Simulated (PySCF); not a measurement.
Geometry (Å), atoms numbered from 1 in this order:
```xyz
5

Ta    0.022    0.000    0.022
O    -0.305   -0.070    1.755
O     1.772    0.027   -0.214
F    -0.755    1.612   -0.726
F    -0.733   -1.568   -0.836
```

Total charge -1.

Geometry: PBE0-D3(BJ)/def2-SVP; GIAO absolute shieldings from PySCF 2.14, gas phase, scalar relativity only through the core potential, averaged over equivalent atoms.

At PBE0/pcSseg-1 (def2-TZVP on Ta) (108 basis functions, 5.7 s wall time on 1 thread of an x86-64 server CPU, shared host):
| atoms | σ (ppm) |
| --- | --- |
| O2/O3 | -361.3 |
| F4/F5 | 226.7 |

Q: What do these become at B3LYP/pcSseg-1 (def2-TZVP on Ta)?

A: 
| atoms | σ at B3LYP/pcSseg-1 (def2-TZVP on Ta) | change |
| --- | --- | --- |
| O2/O3 | -366.7 | -5.4 |
| F4/F5 | 220.2 | -6.5 |

The largest change is at F4/F5 (fluorine bonded to Ta). Cost: 108 basis functions, 5.6 s wall time on 1 thread of an x86-64 server CPU, shared host.

Ta is described by an effective core potential, so it has no shielding of its own here; spin–orbit effects on the atoms bonded to it, which can be large, are absent, and the values of these neighbours are rough.
